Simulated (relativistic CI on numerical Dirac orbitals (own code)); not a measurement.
Sensitivity of the levels of Ta18+ to α and to the nuclear radius

These numbers are calculated, not measured: Dirac-Coulomb-Breit CI, KLI orbitals optimised for each configuration, derivatives by finite differences, unscaled Slater integrals, QED left out (own radial code, finite nucleus).

Configurations in the expansion (outside the closed core [Ar] 3d10 4p6 4d10): 4s2 4f9, 4s 4f10, 4f11. Levels of other configurations are missing.

With x = (α/α₀)² − 1 an excitation energy changes as ω = ω₀ + qx; K = 2q/ω₀ is the relative enhancement. Terms are leading LS components, so labels can repeat. The field-shift factor is F = δν/δ⟨r²⟩ for the transition from the lowest level.

Lowest level 4s2 4f9 6H°_15/2.

| Level | ω₀ (cm⁻¹) | q (cm⁻¹) | K | F (GHz/fm²) |
| --- | --- | --- | --- | --- |
| 4s2 4f9 6H°_13/2 | 10846.1 | 12130 | 2.24 | 0.574 |
| 4s2 4f9 6H°_11/2 | 16289.2 | 10540 | 1.29 | 0.561 |
| 4s2 4f9 6F°_11/2 | 19965.9 | 12270 | 1.23 | 0.665 |
| 4s2 4f9 6F°_9/2 | 20276.4 | 4633 | 0.457 | 0.367 |
| 4s2 4f9 6H°_9/2 | 22509.6 | 16950 | 1.51 | 0.868 |
| 4s2 4f9 6H°_7/2 | 25805.3 | 20880 | 1.62 | 1.05 |
| 4s2 4f9 6F°_7/2 | 27969.8 | 14630 | 1.05 | 0.83 |
| 4s2 4f9 6H°_5/2 | 28831.1 | 23830 | 1.65 | 1.19 |
| 4s2 4f9 6F°_5/2 | 32137.2 | 18090 | 1.13 | 1 |
| 4s2 4f9 6F°_3/2 | 32958.2 | 12750 | 0.774 | 0.802 |
| 4s2 4f9 6F°_1/2 | 35175.4 | 18260 | 1.04 | 1.04 |
| 4s2 4f9 4I°_15/2 | 39459.9 | -1957 | -0.0992 | 0.308 |
| 4s2 4f9 4F°_9/2 | 43773.8 | 13780 | 0.63 | 0.951 |

At this charge energies of transitions that change n are usually good to better than 1 %, and those within a shell (Δn = 0) to a few per cent. Terms inside the open d or f shell come out 10 to 20 % too wide with unscaled integrals.
